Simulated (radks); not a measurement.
Results of a calculation; reference values are marked as such.
Problem. Valence configurations of Tm3+ (all share [Xe]). Code: a radial shooting solver on a logarithmic mesh with Libxc functionals. Model: Dirac Kohn-Sham, PBE, spin-unpolarised, spherical densities, finite nucleus; open shells fill j = l - 1/2 first; Fermi nuclear charge, rms radius 5.2256 fm. Order these by energy: 4f11 6p1; 4f10 5d1 6p1; 4f11 6s1; 4f11 5d1; 4f12; 4f10 6p2.

Solution. From the lowest, in eV above it: 4f12 0.000; 4f11 5d1 12.374; 4f11 6s1 15.073; 4f11 6p1 20.711; 4f10 5d1 6p1 40.199; 4f10 6p2 51.338. NIST lists [Xe] 4f12 as the ground configuration; this level of theory agrees among the configurations tried. The energies are those of spherical spin-averaged densities, not of single terms.
